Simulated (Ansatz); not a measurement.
Consider the redistribution: `C[SiH2]C[SiH2]F` + `Cl[SiH2]S[SiH](Cl)Cl` → `C[SiH2]S[SiH](Cl)Cl` + `F[SiH2]C[SiH2]Cl`.

Program: Ansatz. Geometries: PBE0-D4/def2-TZVP. ΔE: electronic, gas phase. CCSD(T)/CBS adds triple-zeta CCSD(T) − MP2 to the extrapolated MP2 energy (def2 sets, frozen cores). Functionals use def2-TZVPP. B3LYP here is the variant with VWN-RPA as its local correlation; programs differ in this. Each species was taken in one conformer, which may not be the lowest.

```
             level  ΔE (kJ/mol)  difference from CCSD(T)/CBS
            PBE-D4         -7.9                          2.9
         r2SCAN-D4        -10.0                          0.8
           PBE0-D4         -9.4                          1.4
          B3LYP-D4         -7.9                          2.9
           ωB97X-V        -10.7                          0.1
           ωB97M-V        -10.3                          0.5
            B2PLYP        -10.3                          0.5
               PBE         -8.8                          2.0
            r2SCAN        -10.2                          0.6
              PBE0        -10.2                          0.6
             B3LYP         -9.4                          1.4
     HF/def2-TZVPP        -12.9                         -2.1
    MP2/def2-TZVPP        -12.1                         -1.3
SCS-MP2/def2-TZVPP        -12.0                         -1.2
   CCSD/def2-TZVPP        -11.8                         -1.0
CCSD(T)/def2-TZVPP        -11.6                         -0.8
     HF/def2-QZVPP        -13.1                         -2.3
    MP2/def2-QZVPP        -11.7                         -0.9
SCS-MP2/def2-QZVPP        -11.8                         -1.0
      HF/CBS(def2)        -13.2                         -2.4
     MP2/CBS(def2)        -11.3                         -0.5
    CCSD/CBS(def2)        -11.0                         -0.2
       CCSD(T)/CBS        -10.8                            0
```

Largest T1 diagnostic among the species: 0.011.
